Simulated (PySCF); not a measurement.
# Tc²⁺: ionisation energy

Tc²⁺ [Kr] 4d5 (6S) → Tc³⁺ [Kr] 4d4 (5D), as a difference of total energies. Calculation: PySCF 2.14, in x2c-SVPall (6s5p5d1f, 53 functions); scalar relativity by spin-free X2C-1e. Correlated levels: valence: [Kr] frozen. The calculations carry no spin-orbit coupling.

```tsv
method	ionisation energy (eV)	difference from reference (eV)
UHF	28.810	-0.740
B3LYP	29.844	+0.294
TPSS	29.812	+0.262
MP2 (valence)	29.335	-0.215
SCS-MP2 (valence)	28.985	-0.565
```

Reference: 29.55 eV (semi-empirical (NIST evaluation); NIST Atomic Spectra Database, ionization energies).

The reference lies between the lowest fine-structure levels, while these numbers refer to the centres of the terms.

Errors of the correlated levels include the incompleteness of this basis and the frozen core.
